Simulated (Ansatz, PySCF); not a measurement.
ReO3Br, SMILES [O]=[Re]([Br])(=[O])=[O], multiplicity 1.

Geometry: B3LYP-D3(BJ)/def2-SVP. The spin state was assumed, not searched. The def2 effective core potentials stand for the cores of Re; spin–orbit coupling is left out.

Vertical ionisation energy (IE) and electron affinity (EA) in eV. Rows of orbital energies are one-electron estimates. Where ΔSCF, EOM or ADC give a negative EA the extra electron is unbound and the value depends on the basis.

```json
[
 {"level": "−ε(HOMO), −ε(LUMO), r2SCAN/def2-TZVP (PySCF)", "IE": "8.80", "EA": "4.21"},
 {"level": "−ε(HOMO), −ε(LUMO), PBE/def2-TZVP (PySCF)", "IE": "8.41", "EA": "4.17"},
 {"level": "ΔSCF, CAM-B3LYP/def2-TZVPD (Ansatz), final states of multiplicity 2 and 2", "IE": "?", "EA": "?"},
 {"level": "ΔSCF, PBE/def2-TZVPD (Ansatz), final states of multiplicity 2 and 2", "IE": "11.42", "EA": "1.15"}
]
```

Question: Some entries are withheld; supply them. (The exact figures need the calculation; the answer reports its results.)

Answer: 
- ΔSCF, CAM-B3LYP/def2-TZVPD (Ansatz, a first-principles code), final states of multiplicity 2 and 2, IE: 12.08
- ΔSCF, CAM-B3LYP/def2-TZVPD (Ansatz), final states of multiplicity 2 and 2, EA: 1.84

Question: What vertical singlet–triplet gap does ΔSCF give with CAM-B3LYP/def2-TZVPD (Ansatz) and with PBE/def2-TZVPD (Ansatz)? (An estimate is asked for; the answer gives what the named calculation found.)

Answer: 3.88 and 4.07 eV (triplet above singlet where positive).
